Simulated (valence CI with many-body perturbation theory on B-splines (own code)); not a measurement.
Values are calculated unless marked as measured or tabulated.
**Basis-set convergence for Ne⁵⁺**

Method: valence CI with perturbative core correlation (CI+MBPT): three valence electrons over a frozen Dirac-Fock core [He], radial functions for each j: 9 s, 9 p, 8 d, 6 f, 3 g, 1 h, with the one-electron correlation potential Σ1, the two-electron term Σ2, the three-electron term Σ3, Breit, model QED; selected CI, second order for the rest, scaled by the run's own slope (own B-spline code, finite nucleus).

Set against measurement, 17 paired levels are off by 196 cm⁻¹ on average, the worst by 396. These come from a selection out of NIST levels in Podobedova, Fuhr, Reader and Wiese, J. Phys. Chem. Ref. Data 33, 525 (2004). Levels without a partner in it may be off by more.

The reference run has the lowest level 2s2.2p 2P°_1/2 and an ionisation energy of 157.920 eV. Its largest variational space holds 10265 state functions.

Changed runs:
A. basis 6 s, 6 p, 5 d, 3 f, 1 g
B. basis 5 s, 5 p, 4 d, 2 f

Excitation energies of the reference run in cm⁻¹, and shifts in cm⁻¹:

```
                 Level  Reference       A       B
        2s2.2p 2P°_3/2       1305    -0.3    -0.5
         2s.2p2 4P_1/2     100136    -115    -333
         2s.2p2 4P_3/2     100581    -115    -333
         2s.2p2 4P_5/2     101228    -115    -333
         2s.2p2 2D_5/2     179098    +106    +316
         2s.2p2 2D_3/2     179127    +106    +316
         2s.2p2 2S_1/2     231114    +224    +626
         2s.2p2 2P_1/2     249518    +136    +439
         2s.2p2 2P_3/2     250331    +137    +439
           2p3 4S°_3/2     321551     -98    -297
           2p3 2D°_5/2     359637     +89    +258
           2p3 2D°_3/2     359706     +89    +258
Ionisation energy (eV)    157.920  -0.015  -0.046
```
